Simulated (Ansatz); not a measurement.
System: GaH, net charge 0, singlet state. SMILES: [GaH]
Structure (B3LYP-D3(BJ)/def2-TZVP (Ansatz, an electronic-structure program) minimum search):
```
Ga
H 1 1.6890
```

Property: atomisation energy (electronic, to ground-state atoms), in kcal/mol. Valence correlation only, unless marked. UHF or UKS for open shells. Spin-orbit coupling is left out. The frozen core is the preceding noble-gas configuration, with the filled d and f shells of earlier blocks. No relativistic terms. The coupled-cluster limit lacks core correlation, which all-electron functionals hold. CBS marks a two-point X^-3 extrapolation of the correlation energy; Hartree-Fock from the larger set (for Q and 5 zeta extrapolated as (X+1)exp(-9√X)). The bracket is a focal-point correction in the basis named.

| level | program | atomisation energy (kcal/mol) | minus last row |
|---|---|---|---|
| HF/def2-SVP | Ansatz | 47.8 | -21.0 |
| MP2/def2-QZVPP | Ansatz | 64.9 | -3.9 |
| SCS-MP2/cc-pVDZ | Ansatz | 62.7 | -6.1 |
| SCS-MP2/def2-QZVPPD | Ansatz | 67.9 | -0.9 |
| CCSD/aug-cc-pVQZ | Ansatz | 68.2 | -0.6 |
| CCSD(T)/cc-pVTZ | Ansatz | 67.5 | -1.3 |
| CCSD(T)/def2-QZVPP | Ansatz | 68.4 | -0.4 |
| CCSDT/cc-pVDZ | Ansatz | 64.3 | -4.5 |
| RI-MP2/CBS(def2-TZVPP,def2-QZVPP)+[CCSD(T)-MP2]/def2-TZVPP | Ansatz | 69.3 | 0.5 |
| CCSD(T)/CBS(cc-pVQZ,cc-pV5Z) | Ansatz | 68.8 | 0.0 |
